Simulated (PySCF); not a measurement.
C2H2F2.

```xyz
6

F      0.0000     1.3928    -0.5468
C      0.0000     0.6659     0.5708
C      0.0000    -0.6659     0.5708
F      0.0000    -1.3928    -0.5468
H      0.0000     1.2468     1.4962
H      0.0000    -1.2468     1.4962
```

Coordinates come from a B3LYP-D3(BJ)/def2-SVP optimisation.

Calculation: PBE/pcSseg-2 in PySCF. Non-relativistic, no solvent.

Computed absolute GIAO shielding of each atom: isotropic value and principal components (ppm):
```tsv
atom	σ(iso)	σ11	σ22	σ33	span
F1	316.2	222.9	267.2	458.4	235.5
C2	30.7	-52.7	67.8	76.9	129.5
C3	30.7	-52.7	67.8	76.9	129.5
F4	316.2	222.9	267.2	458.4	235.5
H5	24.7	23.1	23.5	27.6	4.6
H6	24.7	23.1	23.5	27.6	4.6
```
